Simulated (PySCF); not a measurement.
Labels have come off several samples. The candidates:

A. SMILES C=Cn1nncc1C(C)=O
B. SMILES n1nc(C)nc(C)c1C=O
C. SMILES C#CCn1ncc(OC)n1
D. trans-2-hexene

Spectrum 1. ¹H NMR (500 MHz, computed): δ 7.02 (s, 1H), 4.71 (d, 2H), 3.86 (s, 3H), 2.22 (t, 1H). ¹³C{¹H} NMR (computed): δ 166.8 (C), 123.5 (CH), 80.8 (C), 80.3 (CH), 56.1 (CH3), 45.1 (CH2).

Spectrum 2. ¹H NMR (500 MHz, computed): δ 8.72 (m, 1H), 8.03 (s, 1H), 6.87 (m, 1H), 5.48 (m, 1H), 2.59 (s, 3H). ¹³C{¹H} NMR (computed): δ 191.6 (C), 142.4 (CH), 136.6 (CH), 133.4 (C), 114.4 (CH2), 30.4 (CH3).

Spectrum 3. ¹H NMR (500 MHz, computed): δ 10.47 (s, 1H), 3.08 (s, 3H), 2.92 (s, 3H). ¹³C{¹H} NMR (computed): δ 201.5 (CH), 172.3 (C), 164.7 (C), 154.0 (C), 26.8 (CH3), 26.3 (CH3).

Spectrum 4. ¹H NMR (500 MHz, computed): δ 5.63 (dqt, J = 15.5, 7.6, 1.7 Hz, 1H), 5.43 (dtq, J = 15.5, 8.3, 2.2 Hz, 1H), 1.99 (d of t of quint, J = 8.3, 7.4, 1.6 Hz, 2H), 1.77 (dq, J = 7.6, 1.8 Hz, 3H), 1.28 (qt, J = 8.3, 7.4 Hz, 2H), 0.84 (t, J = 8.3 Hz, 3H). ¹³C{¹H} NMR (computed): δ 140.0 (CH), 135.7 (CH), 38.0 (CH2), 24.4 (CH2), 21.2 (CH3), 14.3 (CH3).

Theoretical values (PySCF 2.14): geometry from PBE0-D3(BJ)/def2-SVP, shieldings: GIAO PBE0/pcSseg-1, J couplings at B3LYP/pcJ-1 (spin–dipole term left out of most H,H and C,H couplings). Single conformer, no relativistic terms, no solvent model, one averaged value for each set of equivalent atoms.

References, each an isolated molecule treated in the same way: ¹H (31.27 ppm), ¹³C (184.41 ppm) against TMS. Multiplet labels drop J under 1 Hz and among equivalent protons, and merge close values. Unscaled 3J(H,H) run several per cent high. Where no couplings were computed, multiplicities follow the n + 1 count of equivalent neighbours, and m marks all less simple cases (inequivalent or close neighbours, rings, F or P nearby). Shifts are as computed. Against solution values, carbons near 30 ppm lie about +2 ppm off and those near 130 ppm about +5 ppm. Of 1313 compounds with measured shifts, 239 miss one by over three times the rms of a fit or turn the order of signals round; such compounds aren't used in these exercises. Across acyclic CH2–CH2 and CH–CH2 bonds, 3J(H,H) assumes equally populated rotamers.

Q: Which spectrum belongs to which compound?

A: 1–C, 2–A, 3–B, 4–D.

- Spectrum 1 (C): 6 ¹³C signals; δC 166.8 is an aromatic carbon bearing oxygen; δC 80.8 is an alkyne carbon.
- Spectrum 2 (A): 6 ¹³C signals; δC 191.6 is a ketone carbonyl carbon; δC 142.4 is an aromatic CH next to a ring nitrogen.
- Spectrum 3 (B): 6 ¹³C signals; δC 201.5 is an aldehyde carbonyl carbon; δC 26.8 is a methyl carbon on an aromatic ring.
- Spectrum 4 (D): 6 ¹³C signals; δC 140.0 is an alkene CH; δC 135.7 is an alkene CH.
